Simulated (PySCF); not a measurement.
# How the method changes the shape and vibrations of B2H2NO cation

These are calculations, not measurements. The program is PySCF 2.14.0, an open-source quantum chemistry code, run on an isolated molecule that a program drew, which may never have been made. The molecule is B2H2NO cation (charge +1, singlet), drawn as the SMILES string `N[B+]B=O`.

The geometry was optimised and harmonic frequencies were computed with HF and MP2, all in the cc-pVDZ basis, for the commonest isotopes, with a restricted reference for singlets and an unrestricted one otherwise, and a frozen core in MP2. Each result is a local minimum of its method.

Geometry at the HF minimum:
```xyz
6
B2H2NO cation, angstrom
N    -1.2861    2.0209    2.1839
B    -0.2766    1.9508    1.3533
B     1.0146    1.8613    0.2911
O     1.9177    1.7988   -0.4517
H    -1.7790    1.2038    2.5251
H    -1.6457    2.8973    2.5442
```

Lengths of the bonds as drawn, in Å (atoms numbered as above):
| bond | HF | MP2 |
|---|---|---|
| N1-B2 | 1.309 | 1.328 |
| B2-B3 | 1.674 | 1.654 |
| B3-O4 | 1.171 | 1.217 |
| N1-H5 | 1.013 | 1.029 |
| N1-H6 | 1.013 | 1.029 |

Rotational constants, in GHz:
| constant | HF | MP2 |
|---|---|---|
| A | 347.5 | 336 |
| B | 3.18 | 3.128 |
| C | 3.151 | 3.099 |

Harmonic frequencies in cm^-1, each column in rising order, so a row needn't be the same motion in every method:
```
rank    HF   MP2
   1   182   165
   2   201   182
   3   441   404
   4   504   465
   5   611   602
   6   715   634
   7   871   793
   8  1579  1461
   9  1795  1683
  10  2281     ?
  11  3652  3478
  12  3741  3576
```

**Estimate the missing MP2 frequency from the HF column.**

A single factor s that minimises the squared misfit of MP2 against s times HF over the other rows is sum(HF x MP2) / sum(HF^2) = 0.9485, with an rms misfit of 25 cm^-1. For rank 10 it gives 0.9485 x 2281 = 2164 cm^-1. The calculation gives 1962 cm^-1, 202 cm^-1 below the estimate. The drawn bonds are on average 1.5 % longer in MP2 than in HF.
